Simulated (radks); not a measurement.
Values are calculated unless marked as measured or tabulated.
Task: Co+, configuration [Ar] 3d8 (the NIST ground configuration). Level of theory: non-relativistic Kohn-Sham, LB94 model potential, spin-polarised, spherical densities, point nucleus; open shells are filled with parallel spins first (a radial shooting solver on a logarithmic mesh with Libxc functionals). Some entries of the table are withheld. Estimate them.

| orbital | occ. | eigenvalue (hartree) | <r> (bohr) | <r^2> (bohr^2) |
|---|---|---|---|---|
| 1s down | 1 | -279.0046 | 0.05678 | 0.004318 |
| 1s up | 1 | -279.0039 | 0.05678 | 0.004318 |
| 2s down | 1 | -33.34289 | 0.2578 | 0.07827 |
| 2s up | 1 | -33.33374 | 0.2579 | 0.07834 |
| 2p down | 3 | -29.09509 | 0.2251 | 0.06208 |
| 2p up | 3 | -29.08710 | 0.2252 | 0.06213 |
| 3s up | 1 | -4.04563 | 0.7907 | 0.7233 |
| 3s down | 1 | -3.98876 | 0.7922 | 0.7263 |
| 3p up | 3 | (1) | 0.8303 | 0.8163 |
| 3p down | 3 | (2) | 0.8326 | 0.8214 |
| 3d up | 5 | -0.74827 | 1.087 | 1.579 |
| 3d down | 3 | -0.70454 | 1.104 | 1.639 |

Result: 
(1) 3p up eigenvalue (hartree): -2.78819
(2) 3p down eigenvalue (hartree): -2.73375
